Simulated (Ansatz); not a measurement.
These are B3LYP-D3(BJ)/def2-TZVP (Ansatz, a first-principles code) values and carry that method's errors. No frequencies were computed at this level.

Ansatz 0.2 input:
```yaml
crystal:
  periodic: [false, false, false]
  atoms:
    - { symbol: In, position_ang: [-0.00006, -0.000059, -0.000093] }
    - { symbol: H, position_ang: [-1.498074, -0.842249, -0.005735] }
    - { symbol: H, position_ang: [0.019534, 1.718145, -0.031266] }
    - { symbol: H, position_ang: [1.4786, -0.875837, 0.037094] }
basis:
  gaussian: { orbitals: def2-tzvp }
hamiltonian:
  xc: b3lyp
  dispersion: d3bj
relax:
  max_steps: 150
```

Output:

```
Functional definition: B3LYP
597 factors; their error is unknown
mean field evaluation 1: about -5222.8866 eV, gradient 1.6e1 eV
mean field evaluation 2: about -5223.3794 eV, gradient 1.1e1 eV
mean field evaluation 4: about -5223.6178 eV, gradient 1.4e-1 eV
mean field evaluation 8: about -5223.6527 eV, gradient 1.8e-1 eV
mean field -5223.65274643 eV, -191.9656977125 hartree, gradient 1.0e-5 eV, S^2 0.000000; 0 other end points of the search recorded, 0 dependent functions left out
reference -5223.65299912 eV, -191.9657069984 hartree; 12, 12 occupied and 56, 56 virtual orbitals, 597 factors
relax step   1: F+E_penalty+E_count = -5223.71618794 eV  Δ(F+E_penalty+E_count) = +0.000e0 eV  max|allowed force component| = 1.472e-1 eV/Å  Δτ_max = 0.0000 Å  (24 SCF iters, accepted)
these checks for a lower state are left out or cut short: starts, cluster_reference, orbital_swaps, neighbouring_geometries, increment
597 factors; their error is unknown
mean field evaluation 16: about -5223.6183 eV, gradient 1.6e0 eV
mean field -5223.65502791 eV, -191.9657815550 hartree, gradient 2.6e-5 eV, S^2 0.000000; 0 other end points of the search recorded, 0 dependent functions left out
reference -5223.65528126 eV, -191.9657908656 hartree; 12, 12 occupied and 56, 56 virtual orbitals, 597 factors
relax step   2: F+E_penalty+E_count = -5223.71830584 eV  Δ(F+E_penalty+E_count) = -2.118e-3 eV  max|allowed force component| = 6.105e-2 eV/Å  Δτ_max = 0.0173 Å  (26 SCF iters, accepted)
these checks for a lower state are left out or cut short: starts, cluster_reference, orbital_swaps, neighbouring_geometries, increment
597 factors; their error is unknown
mean field -5223.65544078 eV, -191.9657967278 hartree, gradient 2.6e-5 eV, S^2 0.000000; 0 other end points of the search recorded, 0 dependent functions left out
reference -5223.65569393 eV, -191.9658060309 hartree; 12, 12 occupied and 56, 56 virtual orbitals, 597 factors
relax step   3: F+E_penalty+E_count = -5223.71876758 eV  Δ(F+E_penalty+E_count) = -4.617e-4 eV  max|allowed force component| = 1.108e-3 eV/Å  Δτ_max = 0.0053 Å  (27 SCF iters, accepted)
597 factors; their error is unknown
mean field evaluation 32: about -5222.8906 eV, gradient 1.6e1 eV
mean field -5223.65544078 eV, -191.9657967278 hartree, gradient 2.9e-5 eV, S^2 0.000000; 1 other end points of the search recorded, 0 dependent functions left out
reference -5223.65569393 eV, -191.9658060309 hartree; 12, 12 occupied and 56, 56 virtual orbitals, 597 factors
Total energy: -5223.71902073 eV, -191.9681332478 hartree
Atom 0 at     0.000028    -0.000018    -0.000037 Å, force     0.000110    -0.000036     0.000209 eV/Å
Atom 1 at    -1.508321    -0.848221    -0.005789 Å, force    -0.000906    -0.000654    -0.000070 eV/Å
Atom 2 at     0.019754     1.730078    -0.031501 Å, force     0.000122     0.001108    -0.000088 eV/Å
Atom 3 at     1.488539    -0.881839     0.037327 Å, force     0.000674    -0.000418    -0.000052 eV/Å
Dipole moment:     0.000031    -0.000021    -0.000036 e Å
```

Cost: around 6 core-seconds (rough).
